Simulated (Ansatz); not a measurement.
Basis-set extrapolation for CH8BClSi2 (`CB[SiH2][SiH2]Cl`) (PBE0-D4/def2-TZVP geometry, frozen core, the Gaussian-basis code of Ansatz). Multiplicity 1, RHF reference.

|  | def2-TZVPP | def2-QZVPP |
| --- | --- | --- |
| HF | -1104.664596 | -1104.698131 |
| MP2 correlation | -0.713290 | -0.769262 |
| CCSD(T) correlation | -0.823789 | not run |

Energies in hartree. Use E(X) = E(∞) + A·exp(−7.88·√X) for Hartree–Fock and E(X) = E(∞) + B·X^(−2.97) for correlation, with X = 3 and 4, and add CCSD(T) minus MP2 of the smaller set to the MP2 limit.

Question: What is the CCSD(T) energy at the basis-set limit?

Answer: HF limit: -1104.698131 + (-0.033535) × 0.13774 = -1104.70275. MP2 limit: -0.769262 + (-0.055972) × 0.74074 = -0.81072. Higher-order term: -0.823789 − (-0.713290) = -0.11050. Total: -1105.62397 hartree, 356.0 kJ/mol below CCSD(T)/def2-TZVPP.
